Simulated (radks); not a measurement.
Neutral xenon inside a hard spherical wall (all orbitals vanish at R), configuration held at [Xe] and not refilled when levels cross. Method: scalar-relativistic Kohn-Sham, LDA (Slater exchange, VWN5 correlation), spin-polarised, spherical densities, finite nucleus; Fermi nuclear charge, rms radius 4.7859 fm; computed with a radial shooting solver on a logarithmic mesh with Libxc functionals. Eigenvalues in eV for spin up, with the zero of energy where the potential of the charges vanishes at infinity; a dash marks a level that is unbound or too diffuse for the functional's potential to be trusted. A positive occupied level is held by the wall or, in an anion where self-interaction has pushed it up, behind a barrier. The pressure on the wall is -dE/dV.

R (bohr)  E (hartree)  kinetic (hartree)    e(4p)    e(4d)    e(5s)   e(5p)  e(6s, empty)  e(5d, empty)  pressure (GPa)
free      -7441.12114           7822.543  -141.03  -59.456  -19.983  -8.386        -0.498             -               0
15        -7441.12114           7822.543  -141.03  -59.456  -19.983  -8.386        -0.452         1.243        < 0.0001
12        -7441.12114           7822.543  -141.03  -59.456  -19.983  -8.385        -0.330         1.552        < 0.0001
10        -7441.12111           7822.543  -141.02  -59.453  -19.981  -8.383        -0.061         1.897         0.00121
7         -7441.11747           7822.578  -140.85  -59.275  -19.834  -8.240         1.879         3.256           0.274
6         -7441.10360           7822.688  -140.40  -58.834  -19.480  -7.880         4.211         4.522            1.78
3.5       -7440.11015           7827.681  -129.87  -48.582  -11.050   2.016        40.946        21.848             334
2.5       -7434.74698           7848.348  -107.52  -27.218   14.205  32.762        132.97        65.155            4780
2         -7422.47019           7891.197  -79.290    0.492   60.937  87.435        272.54        133.15           25300
1.5       -7373.98944           8043.851  -10.598   73.781   221.12  263.06        654.92        325.72          198000
